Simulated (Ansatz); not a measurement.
One change: `BC(Cl)BO` becomes `BCBO`.

Ansatz, PBE0-D4/def2-TZVP geometries, multiplicity 1. Each molecule was computed in one conformer, which needn't be the lowest.

| property | `BC(Cl)BO` |
| --- | --- |
| HOMO–LUMO gap (PBE/def2-TZVPP) / eV | 4.22 |
| LUMO energy (ωB97M-V/def2-TZVPP) / eV | 0.06 |
| LUMO energy (B3LYP/def2-TZVPP) / eV | -2.11 |
| LUMO energy (PBE/def2-TZVPP) / eV | -2.87 |
| size of the dipole moment (PBE/def2-TZVPP) / D | 0.78 |
| HOMO energy (ωB97M-V/def2-TZVPP) / eV | -10.74 |

(1) Give the same properties after the change, and the shifts. (Estimate.)

Results:

(1) Computed: 
```json
{"property": "HOMO–LUMO gap (PBE/def2-TZVPP) / eV", "`BCBO`": "4.81", "shift": "0.59"}
{"property": "LUMO energy (ωB97M-V/def2-TZVPP) / eV", "`BCBO`": "0.41", "shift": "0.35"}
{"property": "LUMO energy (B3LYP/def2-TZVPP) / eV", "`BCBO`": "-1.76", "shift": "0.35"}
{"property": "LUMO energy (PBE/def2-TZVPP) / eV", "`BCBO`": "-2.51", "shift": "0.36"}
{"property": "size of the dipole moment (PBE/def2-TZVPP) / D", "`BCBO`": "1.80", "shift": "1.02"}
{"property": "HOMO energy (ωB97M-V/def2-TZVPP) / eV", "`BCBO`": "-11.00", "shift": "-0.26"}
```

With PBE0 the HOMO falls by 0.24 eV and the LUMO rises by 0.35 eV, so the gap widens by about 0.59 eV. PBE moves the HOMO by -0.23 eV and ωB97M-V by -0.26 eV. Dipoles are sizes alone; their direction can turn.

B3LYP here is the variant with VWN-RPA as its local correlation; programs differ in this.
